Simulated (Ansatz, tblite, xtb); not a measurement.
## InHSeClF (SMILES [F][In]([Cl])[SeH]): methods side by side

InHSeClF has 5 atoms, charge 0, and is taken as a singlet. SMILES: `[F][In]([Cl])[SeH]`. The shape is that of a PBE0-D4/def2-TZVP optimisation. This is one conformer, not always the lowest.

```xyz
5

F    -0.9257   -0.7866    1.6334
In    0.3612   -0.4177    0.2317
Cl    2.2859   -1.6696    0.3641
Se   -0.1895    1.2839   -1.4664
H    -1.4821    1.5162   -0.8041
```

Each level gives the dipole moment (D). The values are calculated.

```csv
level,kind,program,value (D),CPU time
GFN1-xTB,semi-empirical,tblite,4.31,under 2 s
IPEA1-xTB,semi-empirical,tblite,4.07,under 2 s
GFN2-xTB,semi-empirical,xtb,2.42,under 2 s
GFN0-xTB,semi-empirical,xtb,2.23,under 2 s
HF/STO-3G,Hartree–Fock,Ansatz,2.48,3.5 s
HF/3-21G,Hartree–Fock,Ansatz,2.40,4.8 s
HF/def2-SVP (core potential),Hartree–Fock,Ansatz,2.33,6.2 s
PBE/def2-SVP (core potential),GGA,Ansatz,2.25,10 s
PBE0/def2-SVP (core potential),global hybrid,Ansatz,2.32,14 s
B3LYP/def2-TZVP (core potential),global hybrid,Ansatz,2.48,31 s
```

All-electron rows without a relativistic Hamiltonian named are non-relativistic, while core potentials hold scalar relativity, so basis and relativity change together. The values span 2.23 to 4.31 D. Sets without polarisation functions give poor dipoles. CPU times are rough (shared hosts, several kinds of processor): they show what a rung costs within a factor of a few.
